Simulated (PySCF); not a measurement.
A calculated (LDA, PySCF 2.14, aug-cc-pV(T+d)Z with one added diffuse shell each of s, p, d, f type, the non-relativistic Hamiltonian (point nucleus)) atom or ion has these occupied shells.

| shell | electrons | orbital energy (eV) | rms radius, mean of both spins (bohr) |
| --- | --- | --- | --- |
| 1s α | 1 | -2094.7 | 0.121 |
| 1s β | 1 | -2094.5 | 0.121 |
| 2s α | 1 | -195.93 | 0.571 |
| 2s β | 1 | -195.74 | 0.571 |
| 2p α | 3 | -148.39 | 0.544 |
| 2p β | 3 | -148.16 | 0.544 |
| 3s α | 1 | -34.325 | 1.87 |
| 3s β | 1 | -33.251 | 1.87 |
| 3p α | 1 | -24.803 | 2.11 |

**Question.** Name the element and its charge.

**Answer.** P²⁺ (phosphorus, charge +2), in [Ne] 3s2 3p1, 2P determinant.
